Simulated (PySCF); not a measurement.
disiloxane (H₆OSi₂), singlet, geometry from GFN2-xTB. Base run: SVWN5/6-31G run with PySCF.

PySCF was given this input:
```python
from pyscf import gto, scf, dft

mol = gto.M(
    atom='''
Si    1.58554558   -0.29465325    0.09305373
O    -0.00374610   -0.02898376   -0.03187953
Si   -1.58414102    0.30551525   -0.08108531
H     1.99636140   -0.92391127   -1.16028168
H     2.22242187    1.00620543    0.29041493
H     1.77723671   -1.17669751    1.24269936
H    -2.21375802   -0.47470673    0.98249776
H    -2.04757203   -0.09473461   -1.40797725
H    -1.72438507    1.74364671    0.14012516
''',
    basis='6-31g',
    verbose=3,
)

mf = dft.RKS(mol)
mf.xc = 'lda,vwn'
mf.kernel()
```

The base run was repeated with changes; each row names its change, and settings that it needs were set with it.

```
change                                      E (Eh)  HOMO (eV)  HOMO-LUMO gap (eV)  dipole (D)  core-seconds (rough)
--------------------------------------  ----------  ---------  ------------------  ----------  --------------------
base                                    -654.79331      -6.57                5.91        0.12                     2
functional = pbe0                       -657.37443      -8.04                8.41        0.13                     3
functional = mn15                       -657.37617      -8.83                9.93        0.12                     4
functional = b3lyp5                     -657.59799      -7.68                7.96        0.12                     3
functional = mn12l                      -657.55383      -7.35                7.09        0.12                     3
functional = tpssh                      -657.75710      -7.35                7.38        0.12                     4
functional = m06l                       -657.70532      -6.82                7.06        0.12                     4
functional = pbe0; dispersion = d3zero  -657.37698      -8.04                8.41        0.13                     3
functional = pw6b95                     -658.31885      -8.15                8.54        0.13                     4
functional = x3lyp                      -657.63631      -7.83                8.07        0.12                     3
functional = wb97x_v                    -657.58636     -10.43               12.86        0.13                   200
functional = m062x                      -657.62049      -9.44               10.52        0.13                     4
functional = wb97x                      -657.67407     -10.38               12.87        0.13                     7
```

Totals shift with the method and basis; they matter in differences.
